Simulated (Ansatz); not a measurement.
Cartesian coordinates (Å):
SMILES: [SH][In]([SH])[SH]
```xyz
7

S     -2.0188    -1.2307     0.4030
In     0.0007    -0.0020     0.1697
S      2.0909    -1.1252     0.2757
S     -0.0688     2.3478    -0.1705
H     -2.7903    -0.1392     0.2631
H      1.5226    -2.3272     0.4713
H      1.2697     2.4585    -0.2188
```
Charge 0, spin multiplicity 1.

These are Ansatz (a program for electronic structure) with frozen-core CCSD(T)/def2-TZVPP // PBE0-D4/def2-TZVP values and carry that method's errors.

```json
{
 "HF energy": "-1383.70479 Ha",
 "MP2 correlation energy": "-0.81241 Ha"
}
```

### Question
Estimate the CCSD correlation energy, the (T) correction, the total energy and the T1 diagnostic.

### Answer

```yaml
CCSD correlation energy: -0.85641 Ha
"(T) correction": -0.03725 Ha
CCSD(T) total energy: -1384.59845 Ha
T1 diagnostic: 0.014
```
